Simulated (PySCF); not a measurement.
## Tl₂⁺: frontier orbitals

PBE at R = 3.678 Å; basis Tl def2-SVP with ECP60; scalar-relativistic core potentials; PySCF 2.14. State: ²Σg⁺ (doublet), unpaired electrons σ ↑. Only the outer orbitals are listed.

```csv
spin,orbital,occ.,ε (eV),main shells (%)
α,σg,1,-14.86,98 s
α,σu,1,-14.04,99 s
α,σg,1,-7.99,97 p
α,πu,0,-7.26,99 p
α,πu,0,-7.26,99 p
α,πg,0,-6.36,100 p
β,σg,1,-14.52,98 s
β,σu,1,-13.77,99 s
β,σg,0,-7.21,98 p
β,πu,0,-7.03,99 p
β,πu,0,-7.03,99 p
```

Q: Which are the highest filled and the lowest empty level, where do they sit, and how wide is the gap?

A: Highest filled α σg at -7.99 eV (in %: 97 p); lowest empty α πu at -7.26 eV (in %: 99 p); the gap at PBE is 0.73 eV.

```
bond order (Mayer)             : 0.54
⟨S²⟩                           : 0.751
polarisability along the bond  : 181.3 bohr³
polarisability across the bond : 43.6 bohr³
```

These are scalar-relativistic numbers at best; spin–orbit coupling would shift them, the dissociation energy most. The state was picked by a PBE0 search and need not be the measured ground state.
